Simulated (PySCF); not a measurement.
Sn(H)(Me) (CH4Sn), SMILES [CH3][SnH] (connectivity only; charge and spin as stated), neutral, multiplicity 1.

Coordinates come from a r2SCAN-D4/def2-TZVP optimisation. The def2 effective core potentials stand for the cores of Sn; spin–orbit coupling is left out.

Computed with C-PCM-ωB97X/def2-SVP run with PySCF.

The values are the electrostatic part of the solvation free energy, E(continuum) − E(gas) at the gas-phase geometry, in a cavity of scaled van der Waals radii (PySCF's table); cavitation and dispersion terms are not included. A continuum can't describe solvent molecules that bind to the metal. In vacuum the orbital gap is 7.61 eV. The dipole moment in vacuum is 0.51 D.

| solvent | ε | ΔG(elec) (kcal/mol) | dipole (D) | gap (eV) |
|---|---|---|---|---|
| water | 78.36 | -2.5 | 0.83 | 7.85 |
| dimethylsulfoxide | 46.83 | -2.5 | 0.82 | 7.85 |
| dichloromethane | 8.93 | -2.2 | 0.78 | 7.82 |
